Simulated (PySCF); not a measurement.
CdH2, SMILES [CdH2]. Geometry optimised at PBE0-D3(BJ)/def2-TZVPD. The def2 effective core potentials stand for the cores of Cd; spin–orbit coupling is left out.

All values below come from PBE0-D3(BJ)/def2-TZVPD in PySCF 2.14.0.

Harmonic wavenumbers (cm⁻¹): 642, 642, 1809, 1828. Rotational constants (GHz): 89.11 (linear); symmetry number 2.

Question: Work out the zero-point energy and the ideal-gas rigid-rotor harmonic-oscillator thermochemistry at 298.15 K and 1 atm.

Answer: ZPE = ½ Σ hcν = ½ × 4921 cm⁻¹ = 7.03 kcal/mol. H − E(el) = 9.28 kcal/mol. Entropy in cal/(mol K): translation 40.12, rotation 9.04, vibration 0.77, total 49.94. G − E(el) = -5.61 kcal/mol. Cp = 8.89 cal/(mol K).
